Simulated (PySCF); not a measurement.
## Level sweep

Compound: C3H10FPSi.
Structure used (PBE0-D3(BJ)/def2-SVP), in Å, numbered top down from 1:
```
atom  x, y, z in Å
F1    -3.180   -0.415    0.193
C2    -2.499    0.420   -0.662
C3    -1.070    0.594   -0.200
C4    -0.310   -0.725   -0.108
Si5    1.449   -0.573    0.554
P6     2.609    0.859   -0.773
H7    -2.533   -0.024   -1.674
H8    -3.026    1.389   -0.691
H9    -0.567    1.290   -0.894
H10   -1.079    1.097    0.783
H11   -0.267   -1.217   -1.096
H12   -0.859   -1.418    0.552
H13    1.435    0.025    1.927
H14    2.088   -1.924    0.631
H15    3.869    0.571   -0.163
H16    2.788   -0.106   -1.814
```

PySCF, dipoles from the SCF density, polarisabilities from static response with core orbitals frozen. The structure is a single PBE0-D3(BJ)/def2-SVP conformer in the gas phase; no vibrational or solvent corrections.

Problem. How do dipole and polarisability depend on functional and basis here?

Solution. 

```json
{"level": "LDA/def2-SVPD", "μ (D)": "1.154", "α (au)": "100.30", "anisotropy (au)": "28.08"}
{"level": "PBE/def2-SVPD", "μ (D)": "1.106", "α (au)": "98.41", "anisotropy (au)": "27.40"}
{"level": "B3LYP/def2-SVPD", "μ (D)": "1.182", "α (au)": "95.42", "anisotropy (au)": "25.08"}
{"level": "PBE0/def2-SVPD", "μ (D)": "1.163", "α (au)": "94.83", "anisotropy (au)": "25.11"}
{"level": "BHandHLYP/def2-SVPD", "μ (D)": "1.245", "α (au)": "92.05", "anisotropy (au)": "23.04"}
{"level": "CAM-B3LYP/def2-SVPD", "μ (D)": "1.212", "α (au)": "93.93", "anisotropy (au)": "23.82"}
{"level": "wB97X-D/def2-SVPD", "μ (D)": "1.141", "α (au)": "93.88", "anisotropy (au)": "24.00"}
{"level": "LC-wPBE/def2-SVPD", "μ (D)": "1.184", "α (au)": "91.86", "anisotropy (au)": "23.00"}
{"level": "HF/def2-SVPD", "μ (D)": "1.261", "α (au)": "88.57", "anisotropy (au)": "20.43"}
{"level": "PBE0/6-31G*", "μ (D)": "0.928", "α (au)": "79.21", "anisotropy (au)": "21.03"}
{"level": "PBE0/6-31+G*", "μ (D)": "1.168", "α (au)": "87.98", "anisotropy (au)": "22.03"}
{"level": "PBE0/def2-SVP", "μ (D)": "1.064", "α (au)": "81.80", "anisotropy (au)": "20.01"}
{"level": "PBE0/aug-cc-pVDZ", "μ (D)": "1.088", "α (au)": "97.04", "anisotropy (au)": "25.74"}
{"level": "PBE0/def2-TZVP", "μ (D)": "1.079", "α (au)": "91.58", "anisotropy (au)": "24.18"}
```

The anisotropy is √(½[(α1 − α2)² + (α2 − α3)² + (α3 − α1)²]). The dipole runs from 0.93 D (PBE0/6-31G*) to 1.26 D (HF/def2-SVPD). No reference polarisability is at hand; against PBE0 in the largest diffuse basis at hand (aug-cc-pVDZ) the other PBE0 rows deviate by 6-31G* -18%, 6-31+G* -9%, def2-SVP -16%, def2-SVPD -2%, def2-TZVP -6%. In one basis (def2-SVPD) the functionals order the polarisability from HF (lowest) to LDA (highest), a spread of 13%. With PBE0 the polarisability is 84.19 au without diffuse functions (mean of 6-31G*, def2-SVP and def2-TZVP) and 93.28 au with them (mean of 6-31+G*, def2-SVPD and aug-cc-pVDZ).
